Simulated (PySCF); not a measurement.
From one molecule to another.

First species: C10H8.
Structure used (GFN2-xTB), in Å, numbered top down from 1:
```
atom  x, y, z in Å
C1     5.2265   -0.0168   -0.6046
C2     4.0274    0.0023   -0.4810
C3     2.6797    0.0211   -0.3389
C4     1.4732    0.0504   -0.2245
C5     0.0753    0.0507   -0.0552
C6    -0.7124    0.8192   -0.8104
C7    -2.1982    0.8642   -0.6813
C8    -2.7150   -0.0440    0.3896
C9    -1.9418   -0.8077    1.1400
C10   -0.4520   -0.8637    1.0199
H11    6.2688   -0.0330   -0.7121
H12   -0.2772    1.4567   -1.5689
H13   -2.6564    0.5952   -1.6421
H14   -2.5168    1.8942   -0.4735
H15   -3.7879   -0.0466    0.5243
H16   -2.3702   -1.4474    1.9002
H17    0.0056   -0.5955    1.9807
H18   -0.1374   -1.8931    0.8062
```

Second species: 1-(4-vinyl-phenyl)-ethanone, C₁₀H₁₀O.
SMILES with atom numbers: `[CH2:1]=[CH:2][c:3]1[cH:4][cH:5][c:6]([C:7]([CH3:8])=[O:9])[cH:10][cH:11]1` (hydrogens: H12, H13 on C1; H14 on C2; H15 on C4; H16 on C5; H17, H18, H19 on C8; H20 on C10; H21 on C11)

Levels: PBE0/pcSseg-1 for dipole moment, HOMO energy, LUMO energy and HOMO–LUMO gap; GFN2-xTB for rotational constant A and rotational constant C. Geometries: GFN2-xTB. All species are isolated and taken at one optimised geometry, non-relativistic unless stated; the electronic structure was computed with PySCF and density fitting.

The conformers computed, where there is a choice (atom-mapped SMILES and torsion angles):
- `[CH2:1]=[CH:2][c:3]1[cH:4][cH:5][c:6]([C:7]([CH3:8])=[O:9])[cH:10][cH:11]1`: C1–C2–C3–C4 179°, C5–C6–C7–C8 1°

| property | column X | column Y |
| --- | --- | --- |
| dipole moment | 3.24 D | 1.42 D |
| HOMO energy | -6.94 eV | -6.56 eV |
| LUMO energy | -2.00 eV | -1.33 eV |
| HOMO–LUMO gap | 4.94 eV | 5.23 eV |
| rotational constant A | 3.436 GHz | 4.999 GHz |
| rotational constant C | 0.500 GHz | 0.511 GHz |

Task: Which column belongs to which species?

Result: Column X is the second species and column Y the first. The first has 18 atoms and 68 electrons, the second 21 and 78.

Task: How does each property change from the first species to the second?

Result: dipole moment +1.82 D; HOMO energy -0.38 eV; LUMO energy -0.67 eV; HOMO–LUMO gap -0.29 eV; rotational constant A -1.563 GHz; rotational constant C -0.011 GHz.

On the first: The dipole equals about 4.7 × 10⁻³⁰ C·m (1 D = 3.33564 × 10⁻³⁰ C·m). A dipole of 1.42 D is allowed in Cs, and pure rotational transitions are dipole-allowed.

On the second: The dipole matches unit charges of opposite sign 0.68 Å apart (1 e·Å = 4.8032 D).
